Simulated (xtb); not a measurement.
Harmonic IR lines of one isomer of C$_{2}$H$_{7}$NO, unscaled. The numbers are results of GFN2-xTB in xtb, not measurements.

wavenumber (cm⁻¹): 254 (m), 341 (vs), 366 (m), 429 (m), 514 (w), 884 (w), 938 (vs), 963 (m), 1002 (w), 1049 (s), 1160 (s), 1204 (m), 1244 (vs), 1336 (s), 1394 (w), 1549 (m), 2815 (s), 3034 (s), 3058 (w), 3385 (w), 3436 (w), 3545 (w)

Name which structure gives these lines.
A. `CNCO`
B. `COCN`
C. `C[C@@H](N)O`

C, `C[C@@H](N)O`
